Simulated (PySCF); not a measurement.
**Magnetic susceptibility: SMILES C1(N(C)C)=PC=PC=P1, C5H8NP3**

Geometry:
```
atom   x (Å)   y (Å)   z (Å)
  C1  -1.840  -0.996   0.861
  N2  -1.168  -0.073  -0.012
  C3  -1.934   0.751  -0.906
  C4   0.190   0.013   0.001
  P5   1.000  -1.067   1.154
  C6   2.689  -0.780   1.003
  P7   3.699   0.249   0.049
  C8   2.587   1.127  -0.941
  P9   0.879   1.184  -1.141
 H10  -2.915  -0.930   0.715
 H11  -1.515  -2.024   0.660
 H12  -1.609  -0.774   1.909
 H13  -1.735   1.812  -0.719
 H14  -2.996   0.561  -0.767
 H15  -1.669   0.542  -1.949
 H16   3.253  -1.412   1.689
 H17   3.079   1.828  -1.615
```

Method: GIAO B3LYP/pcSseg-1 magnetisability, rotational g tensor and spin-rotation constants, non-relativistic, gas phase in PySCF 2.14.0. Geometry: GFN2-xTB.

How diamagnetic is it, and how anisotropic?

Isotropic -1806 × 10⁻³⁰ J/T², or -108.8 × 10⁻⁶ cm³/mol; principal values -2791, -1326, -1302 × 10⁻³⁰ J/T², anisotropy 1478 × 10⁻³⁰ J/T² (root of half the summed squared differences of the principal values). The susceptibility is in cgs units.

Split it along the inertial axes a, b, c into diamagnetic and paramagnetic parts about the centre of mass, with the quadrupole moment.


```tsv
axis	χ (10⁻⁶ cm³/mol)	diamagnetic (10⁻⁶ cm³/mol)	paramagnetic (10⁻⁶ cm³/mol)	summed x² of all electrons (Å²)	quadrupole Θ (D Å)
a	-78.4	-765.1	686.7	362.2	+8.74
b	-79.8	-1619.9	1540.1	160.8	-2.34
c	-168.1	-2218.9	2050.8	19.6	-6.40
```
Anisotropies 2χaa − χbb − χcc = +91.2 and 2χbb − χaa − χcc = +86.8 × 10⁻⁶ cm³/mol. Θ is traceless in Buckingham's convention.

And the rotational g tensor?


| axis | rotational constant (GHz) | g | nuclear part | electronic part |
| --- | --- | --- | --- | --- |
| a | 1.8598 | -0.0513 | 0.5487 | -0.6000 |
| b | 0.7911 | -0.0189 | 0.5535 | -0.5724 |
| c | 0.5589 | +0.0105 | 0.5490 | -0.5385 |

Asymmetric top; isotopes 12C, 1H, 14N, 31P; no vibrational averaging.
